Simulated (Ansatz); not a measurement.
A series at Si: from `Cl[Si]([SeH])([SeH])[SeH]`, ligands are replaced one by one, each step taking up HCl and setting free H₂Se; n counts the steps. Ansatz, PBE0-D4/def2-TZVP geometries. Each molecule was computed in one conformer, which needn't be the lowest.

CBS adds triple-zeta CCSD(T) − MP2 to the MP2 limit, frozen cores; atoms without spin–orbit coupling. Outer-core shells of Se are correlated without core-valence functions. Scalar relativity is left out up to krypton. Spin–orbit coupling is left out.

| n | molecule | atomization energy, CCSD(T)/CBS (kJ/mol) |
| --- | --- | --- |
| 0 | `Cl[Si]([SeH])([SeH])[SeH]` | 2271.6 |
| 1 | `Cl[Si](Cl)([SeH])[SeH]` | 2055.2 |
| 2 | `Cl[Si](Cl)(Cl)[SeH]` | ? |
| 3 | `Cl[Si](Cl)(Cl)Cl` | 1619.8 |

By hand: fit a straight line y = ȳ + b (n − n̄) to the 3 given rows and predict n = 2.

n̄ = 1.333, ȳ = 1982.20; Σ(n − n̄)(y − ȳ) = -1014.20, Σ(n − n̄)² = 4.667, so b = -217.31 kJ/mol a step. Prediction: 1982.20 + (-217.31) × (0.667) = 1837.3 kJ/mol.

By hand: compare with the computed value, 1835.6 kJ/mol, and give the steps along the whole series.

The line misses by -1.7 kJ/mol (computed minus predicted). Steps: -216.4, -219.6, -215.8 kJ/mol.

The steps differ by at most 3.8 kJ/mol, 1.7 % of a mean step, so the ligands' effects nearly add and a line is close. The miss is 0.3 % of the series' range. The energies themselves are unsure by some kJ/mol a bond, though much of that is common to the series.
